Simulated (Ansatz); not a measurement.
```tsv
atom	x (Å)	y (Å)	z (Å)
S	0.0000	0.0000	0.0000
O	0.0000	0.0000	2.2200
```

Basis set: pcseg-2 (spherical functions). Charge 0, multiplicity 3.

Computed with Ansatz (development build ahead of 0.2.0); each method stands on the lowest determinant of its kind that the runs found.

Give the atomization energy at this shape (free ground-state atoms in the same class of orbitals less the molecule, no zero-point energy) of triplet SO by PBE (unrestricted), PBE0 (unrestricted), UHF.

```
             method  atomization energy
 PBE (unrestricted)             2.24 eV
PBE0 (unrestricted)             1.03 eV
                UHF            -0.44 eV
```

Caution: the shape is not the minimum. Caution for PBE0 (unrestricted), UHF: the unrestricted determinant is spin contaminated.
